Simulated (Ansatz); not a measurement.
# Which method gave which barrier?

Saddle point of SiH5O2F, closed shell (SiH₄O₂ ([OH][SiH2][OH]) + HF → SiH₃OF ([OH][SiH2][F]) + H₂O; bonds formed: Si1–F7, O2–H6; bonds broken: Si1–O2, H6–F7), PBE0-D4/def2-TZVP structure:

| atom | x (Å) | y (Å) | z (Å) |
| --- | --- | --- | --- |
| Si1 | -0.3753 | -0.5066 | -0.1225 |
| O2 | 0.5932 | 0.1395 | 1.2867 |
| H3 | 0.1913 | -1.8020 | -0.5395 |
| H4 | -1.5553 | -0.8204 | 0.7358 |
| O5 | -1.1203 | 0.5176 | -1.1607 |
| H6 | 1.2807 | 0.4878 | 0.5197 |
| F7 | 1.3399 | 0.2843 | -0.7563 |
| H8 | 0.1666 | 0.7982 | 1.8432 |
| H9 | -0.5208 | 0.9017 | -1.8066 |

Ansatz 0.2.0; basis: def2-TZVPP, with def2-QZVPP for the basis limit; cores frozen in the correlated methods. Extrapolation: Hartree–Fock as exp(−7.88 √X), correlation as X^−2.97. Four methods, as single points on the PBE0-D4 structures, gave these electronic barriers from the start structure: 80.3, 90.9, 110.2, 141.8 kJ/mol.

(1) The methods were, in alphabetical order, BHLYP-D4, HF, PBE-D4, PBE0-D4. Which gave which? (A judgement: the text doesn't fix the answer.)

T1 diagnostic: at most 0.012.

Results:

(1) By the calculation: PBE-D4 80.3; PBE0-D4 90.9; BHLYP-D4 110.2; HF 141.8 kJ/mol. For comparison, CCSD(T) at an estimated basis limit (MP2 extrapolated from triple and quadruple zeta, plus CCSD(T) − MP2 in triple zeta) gives 100.8 kJ/mol.

Steps of this kind, hydrogen fluoride cutting a network bond, underlie vapour etching and the fluorination step of atomic layer etching.

Labels in which every atom is bracketed show which atoms are joined, not bond orders.

For scale, one of the runs: CCSD(T)/def2-TZVPP, 205 basis functions, launched by `ansatz run in.yaml --threads 4 --pin off --events-out ev --progress --plain --max-ram 9574MiB`. Time: 67 s of wall clock on 4 CPU threads of an Arm Neoverse V1; the host was shared. Peak host memory: 2.8 GiB.
